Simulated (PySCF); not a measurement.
Species: C₂H₁₃GeNSi₂.
Cartesian coordinates in Å at the PBE0-D3(BJ)/def2-SVP level; atoms count from 1:
```xyz
19
C2H13GeNSi2 angstrom
C     -3.066    0.397    0.547
C     -1.584    0.141    0.808
Si    -0.511    0.414   -0.713
N      1.189    0.164   -0.341
Si     1.781    0.227    1.302
Ge     2.369    0.004   -1.766
H     -3.674    0.210    1.446
H     -3.249    1.439    0.238
H     -3.456   -0.253   -0.252
H     -1.221    0.794    1.622
H     -1.423   -0.895    1.155
H     -0.747    1.800   -1.242
H     -0.912   -0.536   -1.800
H      1.214   -0.872    2.145
H      1.437    1.520    1.976
H      3.268    0.090    1.276
H      1.712   -0.905   -2.822
H      2.652    1.386   -2.390
H      3.674   -0.614   -1.240
```

Linear response at B3LYP/def2-SVPD (PySCF, frozen core in the response, non-relativistic). Relativistic effects, spin–orbit coupling among them, are left out although an element past zinc is present.

Static isotropic polarisability: 117.45 au (17.40 Å³), principal values 99.0, 117.7, 135.7 au.

Question: What is the polarisability at 1064 nm and at the sodium D line?

Answer: 118.59 au at 1064 nm (+1.0 %), 121.28 au at 589.3 nm (+3.3 %). The rise at 589.3 nm is 3.36 times that at 1064 nm; a pure ω² law gives 3.26. The lowest singlet lies at 218 nm, shorter than both wavelengths.

Question: What is the isotropic C6 coefficient between two such molecules, C6 = (3/π)∫α(iω)² dω?

Answer: 4955 au (Eh·bohr⁶) by a ten-point quadrature over imaginary frequencies, which is 2960 eV·Å⁶ or 286 J·nm⁶/mol.

Question: Which effective excitation energy ω̄ makes London's formula C6 = (3/4)α²ω̄ exact here?

Answer: ω̄ = 4·C6/(3α²) = 0.479 Eh = 13.0 eV. A one-pole form α(ω) = α/(1 − ω²/ω̄²) fitted to the 1064 nm value gives 11.9 eV.

Question: What molar refraction at the D line follows from R = (4π/3)·N_A·α′, with α′ the polarisability volume?

Answer: α′ = 17.97 Å³ gives R = 45.34 cm³/mol, for isolated, non-vibrating species.

Question: What n − 1 at the D line would an ideal gas of it have at 273.15 K and 1 atm (2.6868 × 10¹⁹ cm⁻³), by n − 1 = 2π·N·α′?

Answer: 30.34 × 10⁻⁴, a formal value whether or not that pressure can be reached.

Question: How anisotropic is the static polarisability, by Δα² = ½[(α1 − α2)² + (α2 − α3)² + (α3 − α1)²]?

Answer: Δα = 31.8 au, or 0.27 of the isotropic value.

One conformer stands for the species.
